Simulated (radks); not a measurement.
Gd2.5+, 61.5 electrons, occupied as [Kr] 4d10 4f(up 3.5, down 3.5) 5s2 5d(up 0.5, down 0.5) 5p(up 2.75, down 2.75) (fractional occupations, a model configuration).

All-electron calculation, scalar-relativistic Kohn-Sham, BLYP, spin-polarised, spherical densities, point nucleus. Program: a radial shooting solver on a logarithmic mesh with Libxc functionals.

Energy parts (hartree):
total: -11270.4455
kinetic: 12103.7873
electron-nucleus: -27446.3569
Hartree: 4320.9020
exchange-correlation: -248.7779

Orbitals (lengths in bohr, moments of r in powers of bohr; r(max) is where P^2 peaks):
orbital,occ.,eigenvalue (hartree),<r^2>,r(max)
1s,2,-1842.314,0.0006547,0.01392
2s,2,-304.8256,0.01027,0.07900
2p,6,-271.3449,0.008280,0.06394
3s,2,-68.15362,0.06824,0.2242
3p,6,-57.78419,0.06842,0.2200
3d,10,-44.09758,0.05748,0.1800
4s,2,-14.32362,0.3449,0.5154
4p,6,-10.90615,0.3895,0.5379
4d,10,-6.18034,0.4692,0.5587
4f,7,-1.06930,0.9396,0.5663
5s,2,-2.57005,1.966,1.192
5p,5.5,-1.73076,2.664,1.347
5d,1,-0.75024,5.813,1.830

The highest occupied level is 5d at -20.415 eV. The density falls to 0.001 e/bohr^3 at r = 3.60 bohr.
